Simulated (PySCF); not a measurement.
A run for PySCF: U-HF/LANL2DZ on AlFHI (SMILES [F][AlH][I]), a point of a bond scan (R = 1.559 Å).

```python
from pyscf import gto, scf, dft, mp
from pyscf.data.elements import chemcore

mol = gto.M(
    atom='''
    Al   -0.15957705   -0.93431310   -1.31851792
    F    -1.73146193   -1.33495906   -1.60854745
    H     0.94831673   -1.46087064   -2.28099515
    I     0.31527061    0.48342589    0.63959727
    ''',
    basis='lanl2dz',
    ecp={'Al': 'lanl2dz', 'I': 'lanl2dz'},
    charge=0, spin=0, verbose=3, max_memory=1800)
mf = scf.UHF(mol)
mf.conv_tol = 1e-8
mf.max_cycle = 100
mf.init_guess_breaksym = True
mf.kernel()
if not mf.converged:
    mf = mf.newton().run(mf.mo_coeff, mf.mo_occ)
for _ in range(4):
    mo, _, stable, _ = mf.stability(return_status=True)
    if stable:
        break
    mf.kernel(mf.make_rdm1(mo, mf.mo_occ))
```

Output:

```
converged SCF energy = -113.199548535783  <S^2> = 1.9994921e-09  2S+1 = 1
<class 'pyscf.scf.uhf.UHF'> wavefunction is stable in the internal stability analysis
```

The run converged.

Cost: very roughly 0.9 core-seconds.
